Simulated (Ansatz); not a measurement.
The cluster Cd₄O₄⁻. The state is a doublet with charge -1. Geometry PBE-D4/def2-SVPD.

```xyz
8

Cd    4.6191   -0.2605   -2.3950
Cd    1.9024    1.8275   -1.3821
Cd   -0.8919    0.0506    0.4637
Cd    2.1721   -1.9823   -0.4440
O     0.9344   -0.0195   -0.3634
O    -2.2144    0.4250    2.2530
O    -3.3928    0.1476    1.5902
O    -3.1288   -0.1885    0.2777
```

In the def2 sets Cd takes a core potential; there is no spin–orbit coupling. The structure holds 2 bonds between oxygen atoms, so isomers without such links may lie far lower. Another isomer (doublet) lies 1.02 eV lower at PBE0-D4/def2-TZVPD; other spin states weren't run for this one.

Problem. Estimate the α-spin orbital energies around the gap (eV) in Ansatz with HF/def2-TZVPD, LDA (SPW92)/def2-TZVPD, PBE-D4/def2-TZVPD, r2SCAN-D4/def2-TZVPD, PBE0-D4/def2-TZVPD.

Solution. 
```csv
orbital,HF/def2-TZVPD,LDA (SPW92)/def2-TZVPD,PBE-D4/def2-TZVPD,r2SCAN-D4/def2-TZVPD,PBE0-D4/def2-TZVPD
HOMO−9,-12.49,-5.09,-4.76,-5.07,-6.65
HOMO−8,-11.85,-4.32,-3.99,-4.42,-6.42
HOMO−7,-10.80,-4.16,-3.85,-4.24,-5.36
HOMO−6,-10.76,-4.03,-3.84,-4.12,-5.21
HOMO−5,-8.24,-3.53,-3.26,-3.67,-5.08
HOMO−4,-7.98,-3.28,-2.96,-3.15,-4.18
HOMO−3,-7.38,-2.60,-2.34,-2.67,-3.77
HOMO−2,-5.06,-1.83,-1.62,-2.16,-3.67
HOMO−1,-2.51,-1.77,-1.52,-1.64,-1.93
HOMO,-2.44,-1.29,-1.03,-1.22,-1.55
LUMO,3.96,0.94,1.24,1.35,1.86
LUMO+1,4.19,1.13,1.37,1.48,2.04
LUMO+2,4.26,1.16,1.38,1.53,2.06
LUMO+3,4.39,1.30,1.54,1.68,2.16
LUMO+4,4.48,2.25,2.45,2.63,3.06
LUMO+5,4.54,2.32,2.50,2.76,3.14
β HOMO,-2.44,-1.21,-0.91,-0.99,-1.31
β LUMO,3.87,-1.04,-0.75,-0.83,-0.53
```
